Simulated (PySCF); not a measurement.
Species: C5H7ClO2.
Atom-mapped SMILES: `[O:1]=[C:2]1[CH2:3][CH2:4][C@H:5]([Cl:6])[CH2:7][O:8]1` (hydrogens: H9, H10 on C3; H11, H12 on C4; H13 on C5; H14, H15 on C7)

Structure optimised with GFN2-xTB, isolated species.

Question: What internal coordinates does the optimisation give?

Answer: 
```csv
bond,length (Å)
O1=C2,1.197
C2–C3,1.514
C3–C4,1.532
C4–C5,1.534
C5–Cl6,1.791
C5–C7,1.532
C7–O8,1.412
C2–O8,1.347
C3–H9,1.093
C3–H10,1.089
C4–H11,1.090
C4–H12,1.092
C5–H13,1.092
C7–H14,1.097
C7–H15,1.092
```

A selection of angles:
```csv
angle,degrees
O1–C2–C3,125.0
O1–C2–O8,120.4
C3–C2–O8,114.7
C2–C3–C4,109.1
C3–C4–C5,111.1
C4–C5–Cl6,111.5
C4–C5–C7,111.0
Cl6–C5–C7,107.4
C5–C7–O8,111.5
C2–O8–C7,117.5
```

Dihedral angles: O1–C2–C3–C4 128° (anticlinal); C2–C3–C4–C5 52° (synclinal); C3–C4–C5–Cl6 115° (anticlinal); C4–C5–C7–O8 -47° (synclinal); C5–C7–O8–C2 55° (synclinal); O1–C2–O8–C7 178° (antiperiplanar).

The 4 C–C bonds span 1.514 Å (C2–C3, drawn single) to 1.534 Å (C4–C5, drawn single), a spread of 0.020 Å. The 6-membered ring C2–C3–C4–C5–C7–O8 has internal angles of 109.1° to 117.5°; it is puckered, 0.29 Å rms from its mean plane, widest ring torsion 55°. The 3 C–O bonds span 1.197 Å (O1=C2, drawn double) to 1.412 Å (C7–O8, drawn single), a spread of 0.215 Å. Of the pairs four or more bonds apart, C7···H9 is among the closest relative to their van der Waals radii: 2.69 Å, 93 % of the sum of Bondi's values.

Point group: C1 (no symmetry element, even within 0.4 Å). Whether it is a minimum is left open (no frequencies). One conformer, not necessarily the lowest.

The numbers are calculated, not measured.
